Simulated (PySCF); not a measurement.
A structure optimised at B3LYP-D3(BJ)/def2-SVP, used in a PySCF frequency run:

```
Mo
O 1 1.6732
O 1 1.6732 2 106.54
F 1 1.8456 2 109.68 3 -118.64
F 1 1.8456 2 109.68 3 118.64
```

Question: Write its SMILES, formula and point group.

Answer: [O]=[Mo](=[O])([F])[F], F₂MoO₂, C2v

Question: What are its rotational constants (standard atomic weights)?

Answer: 3.8788, 3.4633, 3.1366 GHz
